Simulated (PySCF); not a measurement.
# Excitation energy of B by level of theory

B [He] 2s2 2p1 (2P) → B [He] 2s1 2p1 3d1 (high-spin determinant), as a difference of total energies. Calculation: PySCF 2.14, in x2c-TZVPPall with one added diffuse shell each of s, p, d type (6s4p3d1f, 40 functions); the spin-free X2C one-electron Hamiltonian (Gaussian nucleus). Correlated levels: valence: 1s2 frozen; valence and next inner shell: nothing frozen. The calculations carry no spin-orbit coupling.

```json
{"method": "UHF", "excitation energy (cm⁻¹)": "87812"}
{"method": "LDA", "excitation energy (cm⁻¹)": "94108"}
{"method": "PBE", "excitation energy (cm⁻¹)": "92581"}
{"method": "PBE0", "excitation energy (cm⁻¹)": "93517"}
{"method": "r2SCAN", "excitation energy (cm⁻¹)": "92620"}
{"method": "PBEsol", "excitation energy (cm⁻¹)": "92351"}
{"method": "revPBE", "excitation energy (cm⁻¹)": "92405"}
{"method": "wB97X", "excitation energy (cm⁻¹)": "96030"}
{"method": "CAM-B3LYP", "excitation energy (cm⁻¹)": "98012"}
{"method": "MP2 (valence)", "excitation energy (cm⁻¹)": "96280"}
{"method": "SCS-MP2 (valence)", "excitation energy (cm⁻¹)": "98335"}
{"method": "MP2 (valence and next inner shell)", "excitation energy (cm⁻¹)": "96338"}
{"method": "SCS-MP2 (valence and next inner shell)", "excitation energy (cm⁻¹)": "98388"}
```

The upper state lies above the first ionisation limit, but in LS coupling its spin forbids autoionisation to the ground ion. A Rydberg-like electron needs more diffuse functions than a valence basis has.

The promoted electron is Rydberg-like, and one or two diffuse shells describe it only roughly, which tends to raise the upper state.

In the upper state the promoted electron has a positive orbital energy at LDA, PBE, PBE0, r2SCAN, PBEsol, revPBE, so the basis confines it.

The determinant of the upper state mixes LS terms, which raises its energy above the lowest term, most at the Hartree-Fock and MP2 levels.
